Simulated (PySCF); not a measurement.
Choosing a basis for TDDFT

Compound: CH6O3Si2.
SMILES: `O=C(O)[SiH2]O[SiH3]`

TDDFT with PBE0 (PySCF), vertical singlets, core orbitals frozen in the response, spherical d and f functions. Isolated species at its PBE0-D3(BJ)/def2-SVP geometry (one conformer only).

```
      basis  functions  diffuse  S1 (eV)  S2 (eV)  S3 (eV)  S4 (eV)  S5 (eV)  LUMO (eV)  α (au)
   def2-SVP        122       no     5.21     6.92     7.01     7.26     7.49      -0.61    63.5
    6-31+G*        128      yes     5.18     6.60     6.82     7.00     7.04      -0.86    68.5
aug-cc-pVDZ        200      yes     5.11     6.51     6.68     6.78     6.92      -0.89    76.8
  def2-TZVP        234       no     5.12     6.65     6.80     7.12     7.16      -0.85    71.1
 def2-TZVPD        297      yes     5.08     6.53     6.71     6.93     7.01      -0.96    76.2
```

Problem. Compare the sets with the largest diffuse one.

Solution. States are compared by their number. Against the largest diffuse basis here (def2-TZVPD, itself not a converged limit), sets without diffuse functions differ by up to 0.13 eV in S1 and 0.48 eV in S5; the smaller diffuse sets differ by up to 0.11 and 0.08 eV. State by state, the largest deviation of a set without diffuse functions is S1 0.13, S2 0.38, S3 0.30, S4 0.33, S5 0.48 eV. The same number needn't mean the same state in each row. Against def2-TZVPD the polarisability deviates by -17% in def2-SVP, -10% in 6-31+G*, +1% in aug-cc-pVDZ, -7% in def2-TZVP. A single + in a Pople set puts diffuse functions on heavy atoms only.
